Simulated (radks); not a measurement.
Coherent X-ray form factor from a spherical all-electron density. Method: scalar-relativistic Kohn-Sham, LB94 model potential, spin-polarised, spherical densities, finite nucleus; Fermi nuclear charge, rms radius of each element as measured or else 0.836 A^(1/3) + 0.57 fm; computed with a radial shooting solver on a logarithmic mesh with Libxc functionals.

| sin(theta)/lambda (1/angstrom) | f0 (electrons) |
|---|---|
| 0.05 | 58.751 |
| 0.1 | 58.018 |
| 0.15 | 56.835 |
| 0.2 | 55.260 |
| 0.25 | 53.362 |
| 0.3 | 51.218 |
| 0.4 | 46.502 |
| 0.5 | 41.660 |
| 0.6 | 37.079 |
| 0.8 | 29.424 |
| 1 | 23.941 |
| 1.25 | 19.518 |
| 1.5 | 16.787 |
| 2 | 13.244 |

The species is in the configuration that NIST lists as its ground one. Which atom or ion scatters so?

Answer. The lutetium ion Lu12+, [Kr] 4d10 4f11 5s2. Extrapolating in s^2 from the first two rows gives f0(0) = 59.0, near the electron count 59; among species with that count, the fall with angle is slower the higher Z, and the table is that of Z = 71; from so few rows the species is fixed only to a neighbour or two.
